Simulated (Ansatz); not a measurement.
Job for Ansatz (a quantum-chemistry and plane-wave program): R-SVWN5/def2-TZVPP on CH5GeNO (SMILES C[O][Ge][NH2]).

Ansatz 0.2 input:
```yaml
crystal:
  periodic: [false, false, false]
  atoms:
    - {symbol: C, position_ang: [-1.73638258, -0.17545550, -0.06698767]}
    - {symbol: O, position_ang: [-0.34326265, -0.29571275, 0.13953107]}
    - {symbol: Ge, position_ang: [0.77637124, 1.10994787, -0.08965934]}
    - {symbol: N, position_ang: [2.25850282, 0.13934916, 0.35156241]}
    - {symbol: H, position_ang: [-2.05591816, -0.86963928, -0.84950768]}
    - {symbol: H, position_ang: [-2.03532284, 0.83690490, -0.36766196]}
    - {symbol: H, position_ang: [-2.27001854, -0.42689769, 0.85404793]}
    - {symbol: H, position_ang: [2.21487212, -0.83790838, 0.60316197]}
    - {symbol: H, position_ang: [3.19115858, 0.51941167, 0.36874357]}
basis:
  gaussian:
    orbitals: def2-TZVPP
hamiltonian:
  xc: {name: SVWN5}
scf: {lower_state_search: off}
```

It printed:

```
WARN ansatz: RAYON_NUM_THREADS=1 ignored (pool sized by the plan → 1); use --threads N
Functional definition: SVWN5
these checks for a lower state are left out or cut short: stability, starts, cluster_reference, orbital_swaps, neighbouring_geometries, increment
integrals: 0.12 GiB planned
1139 factors; their error is unknown
mean field: 0.84 GiB planned
mean field evaluation 1: about -61034.6217 eV, gradient 1.0e2 eV
mean field evaluation 2: about -60930.8076 eV, gradient 2.2e2 eV
mean field evaluation 4: about -61052.3055 eV, gradient 3.1e1 eV
mean field evaluation 8: about -61054.0289 eV, gradient 3.6e-1 eV
mean field evaluation 16: about -61054.0101 eV, gradient 3.0e-4 eV
mean field -61054.01007363 eV, -2243.6934863117 hartree, gradient 2.7e-6 eV, S^2 0.000000; 0 other end points of the search recorded, 0 dependent functions left out
reference -61054.01010928 eV, -2243.6934876216 hartree; 29, 29 occupied and 182, 182 virtual orbitals, 1139 factors
Total energy: -61054.01010928 eV, -2243.6934876216 hartree
Checks for a lower state left out: stability, starts, cluster_reference, orbital_swaps, neighbouring_geometries, increment
```

The run converged.

Cost: around 2.1 core-seconds (rough).
